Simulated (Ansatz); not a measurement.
A single point on CH5ISSi (`CS[SiH2]I`).

```yaml
crystal:
  periodic: [false, false, false]
  atoms:
    - {symbol: C, position_ang: [-0.069096, 1.256255, -0.884371]}
    - {symbol: S, position_ang: [1.251005, 0.044584, -0.592599]}
    - {symbol: Si, position_ang: [0.335794, -1.135639, 0.896490]}
    - {symbol: I, position_ang: [-1.695834, -2.251254, 0.098297]}
    - {symbol: H, position_ang: [0.306927, 1.949531, -1.635784]}
    - {symbol: H, position_ang: [-0.303106, 1.807891, 0.025733]}
    - {symbol: H, position_ang: [-0.963307, 0.763940, -1.265823]}
    - {symbol: H, position_ang: [1.321511, -2.167194, 1.287745]}
    - {symbol: H, position_ang: [-0.095294, -0.314313, 2.053211]}
basis:
  gaussian: {orbitals: def2-TZVPP}
hamiltonian: {xc: pbe}
correlation: {method: rpa}
```

```sh
$ ansatz run in.yaml --threads 4 --pin off --events-out ev --progress --plain
```

Output, abridged:

```
Functional definition: PBE
1531 factors; integrals over basis functions are off by at most 8.1e-4 eV
mean field evaluation 1: about -27917.5850 eV, gradient 5.5e1 eV
mean field evaluation 2: about -27917.5768 eV, gradient 5.5e1 eV
mean field evaluation 4: about -27924.3530 eV, gradient 1.3e1 eV
mean field evaluation 8: about -27924.7407 eV, gradient 4.0e-1 eV
mean field evaluation 16: about -27924.7411 eV, gradient 9.2e-5 eV
mean field -27924.74110705 eV, -1026.2153076148 hartree, gradient 1.5e-6 eV, S^2 0.000000; 0 other end points of the search recorded, 0 dependent functions left out
15 core orbitals not correlated: weight in the atoms' cores, before any rotation towards them, 1.000 or more for the frozen orbitals, at most 0.000 for the correlated occupied ones
reference -27863.33261622 eV, -1023.9585872008 hartree; 18, 18 occupied and 202, 202 virtual orbitals, 1531 factors
Total energy: -27902.87821249 eV, -1025.4118610587 hartree
```

Hardware: 4 threads of a server CPU on a shared host. Wall time 4.9 s, peak host memory 0.57 GiB.
